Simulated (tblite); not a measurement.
Species: C₂H₁₁B₂NP₂.
Atom-mapped SMILES: `[CH3:1][BH:2][NH:3][CH2:4][B:5]([PH2:6])[PH2:7]` (hydrogens: H8, H9, H10 on C1; H11 on B2; H12 on N3; H13, H14 on C4; H15, H16 on P6; H17, H18 on P7)

Computed with GFN2-xTB (tblite), gas phase: L-BFGS steps from a force-field or distance-geometry start until the largest atomic force falls under 0.01 eV/Å.

Step 39: E = -552.2841 eV
```
atom  x, y, z in Å  |  force x, y, z in eV/Å
C1     -3.2709    0.3768   -0.1525    0.095  -0.065   0.010
B2     -2.0522   -0.5403    0.2974    0.033   0.071   0.081
N3     -0.8001   -0.2235   -0.1980    0.015   0.247  -0.224
C4      0.4988   -0.7064    0.2226   -0.140  -0.077   0.070
B5      1.8150   -0.1093   -0.3935   -0.008  -0.193   0.135
P6      3.3942   -0.9489    0.2472    0.270  -0.026  -0.036
P7      1.9749    1.4892   -1.3962   -0.029   0.199   0.149
H8     -3.4427    1.1257    0.6279   -0.045  -0.119  -0.146
H9     -3.0327    0.9152   -1.0702   -0.140   0.032   0.031
H10    -4.2125   -0.1515   -0.3023    0.130   0.039   0.044
H11    -2.1350   -1.3998    1.0911   -0.070   0.012   0.016
H12    -0.7341    0.4979   -0.9106    0.020  -0.055   0.130
H13     0.6591   -0.4355    1.2867   -0.113   0.024   0.035
H14     0.4724   -1.8014    0.2555    0.073  -0.103  -0.104
H15     4.3200   -0.2232   -0.4851    0.021  -0.034  -0.046
H16     3.4467   -2.0366   -0.6146   -0.112   0.115   0.085
H17     0.6693    1.9411   -1.2770   -0.004   0.082   0.020
H18     2.4211    2.2366   -0.2988    0.003  -0.149  -0.252
```

Step 40: E = -552.2984 eV
```
atom  x, y, z in Å  |  force x, y, z in eV/Å
C1     -3.2754    0.3753   -0.1593    0.115  -0.070   0.031
B2     -2.0546   -0.5284    0.3083    0.019  -0.015   0.076
N3     -0.8024   -0.2132   -0.1852    0.025   0.091  -0.112
C4      0.4945   -0.7123    0.2199   -0.042  -0.024   0.052
B5      1.8115   -0.1130   -0.3922    0.106  -0.068   0.045
P6      3.4057   -0.9346    0.2498    0.171  -0.050  -0.063
P7      1.9753    1.4916   -1.4011   -0.194   0.069   0.182
H8     -3.4529    1.1245    0.6183   -0.083  -0.086  -0.143
H9     -3.0376    0.9113   -1.0794   -0.157   0.001   0.060
H10    -4.2095   -0.1680   -0.3056    0.133   0.082   0.030
H11    -2.1439   -1.3887    1.1037   -0.053   0.052  -0.016
H12    -0.7330    0.5064   -0.8915    0.016   0.097  -0.032
H13     0.6660   -0.4506    1.2835   -0.134  -0.043   0.076
H14     0.4672   -1.8071    0.2257    0.049  -0.101  -0.041
H15     4.3290   -0.2230   -0.5005   -0.013  -0.025  -0.053
H16     3.4443   -2.0355   -0.5969   -0.089   0.119   0.099
H17     0.6661    1.9474   -1.2616    0.124   0.065   0.006
H18     2.4410    2.2241   -0.3065    0.006  -0.092  -0.196
```

Q: Estimate the geometry and energy of step 41. (The exact step hangs on the optimiser's Hessian estimate; all steps are aligned on step 40, rigid shifts and turns removed.)

A: E = -552.3119 eV, largest force 0.311 eV/Å
```
atom  x, y, z in Å  |  force x, y, z in eV/Å
C1     -3.2784    0.3714   -0.1657    0.097  -0.055   0.025
B2     -2.0563   -0.5154    0.3247    0.026  -0.040   0.009
N3     -0.8052   -0.2019   -0.1726    0.031  -0.049   0.020
C4      0.4888   -0.7215    0.2160    0.090   0.013   0.006
B5      1.8079   -0.1172   -0.3927    0.183   0.032  -0.014
P6      3.4197   -0.9158    0.2498    0.040  -0.076  -0.065
P7      1.9704    1.4949   -1.4030   -0.261  -0.116   0.123
H8     -3.4704    1.1241    0.6021   -0.112  -0.036  -0.103
H9     -3.0454    0.9023   -1.0903   -0.127  -0.015   0.069
H10    -4.2027   -0.1868   -0.3130    0.101   0.078   0.033
H11    -2.1543   -1.3711    1.1243   -0.025   0.053  -0.029
H12    -0.7341    0.5267   -0.8644    0.019   0.171  -0.148
H13     0.6729   -0.4754    1.2806   -0.164  -0.113   0.097
H14     0.4598   -1.8173    0.1878    0.019  -0.035   0.019
H15     4.3397   -0.2240   -0.5211   -0.034  -0.005  -0.079
H16     3.4460   -2.0367   -0.5707   -0.066   0.119   0.104
H17     0.6662    1.9612   -1.2429    0.156   0.071   0.019
H18     2.4667    2.2086   -0.3194    0.027   0.004  -0.086
```

The energy changes by -0.0135 eV. The first-order estimate −F·Δx gives -0.0190 eV and the mean of the old and new forces, exact on a quadratic surface, -0.0135 eV. The step makes an angle of 73° with the force vector and moves no atom by more than 0.040 Å.

What follows is the cost of the whole relaxation. Hardware: Arm Neoverse V1, one thread, on a shared host. Cost: 1.5 s wall.
